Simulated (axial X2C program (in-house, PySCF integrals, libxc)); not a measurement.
# Potential curves of MgBi, without spin–orbit coupling

All values were computed with an in-house relativistic program for diatomic molecules. Spin-free means the one-electron spin-free X2C Hamiltonian. Basis: Bi dyall-cv3z [12s14p10d6f1g], Mg dyall-cv3z [9s8p6d3f] (cores contracted in-house); Gaussian nuclei, density fitting, unrestricted open shells. Masses: Bi 208.980 u, Mg 23.985 u.

State: M_S = 3/2, Λ = 0 (beyond evenly filled blocks: σα, π+α, π-α). Energies in kJ/mol from the fragments at the same level (Bi + Mg). Fits are polynomials in 1 − R0/R over 0.85 to 1.23 times the lowest point R0.

| R (Å) | PBE0 |
| --- | --- |
| 2.4760 | -1.88 |
| 2.5899 | -28.72 |
| 2.6752 | -41.20 |
| 2.7606 | -48.94 |
| 2.8460 | -52.99 |
| 2.9456 | -54.29 |
| 3.0452 | -53.08 |
| 3.1733 | -49.06 |
| 3.3298 | -42.37 |
| 3.5575 | -31.89 |

Occupations by symmetry block were frozen at the best pattern of an incomplete PBE0 search. De is counted from the lowest determinant-based energies of the atoms at the same level, without counterpoise correction. Other states lie close and PBE0, whose exact exchange favours high spin, may order them wrongly; the determinant shown need not be the ground state. The nearest other spin-free determinant of the search, M_S = 1/2, Λ = 0, lies 0.20 eV up at the distance of the search. Spin–orbit coupling changes these values markedly for this molecule (Re by over 0.02 Å or De by over 0.25 eV), so the spin-free numbers are a model.

(1) Fit the PBE0 curve near its minimum: give the equilibrium distance, the harmonic wavenumber and the well depth.

Answers

(1) At PBE0, spin-free: Re = 2.940 Å, ωe ≈ 185 cm⁻¹, De = 0.56 eV to Bi + Mg; Be follows as 0.0906 cm⁻¹.
